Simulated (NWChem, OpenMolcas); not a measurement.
Predicting a hybrid from its neighbours: NaBr

NaBr has 2 atoms, charge 0, and is taken as a singlet. SMILES: `[Na][Br]`. The coordinates come from a PBE0-D4/def2-TZVP relaxation.

The HOMO–LUMO gap y, in eV, basis cc-pVTZ; a is the functional's share of exact exchange. Programs: NWChem 7.3.0, OpenMolcas 26.06.

```
functional     program     a  y (eV)
      TPSS  OpenMolcas     0    2.94
    revPBE  OpenMolcas     0    2.66
     TPSSh      NWChem   0.1       ?
     B3LYP  OpenMolcas   0.2    3.94
      PBE0  OpenMolcas  0.25    4.49
     BHLYP  OpenMolcas   0.5    5.80
```

Fit y = c + s·a to the known rows and predict TPSSh.


1. Means of the 5 rows: a = 0.1900, y = 3.966.
2. Σ(Δa)² = 0.172, Σ(Δa·Δy) = 1.0428, so the slope is 1.0428/0.172 = 6.0628.
3. Intercept: 3.966 − (6.0628) × 0.1900 = 2.814. The largest residual of the fit is 0.16.
4. TPSSh: 2.814 + (6.0628) × 0.1 = 3.42 eV.

The run gave 3.61 eV, so the prediction is off by -0.19 eV, about the scatter of the fit. Exact exchange lowers occupied levels and raises empty ones. The rows mix families of semi-local functionals, which the line can't see.
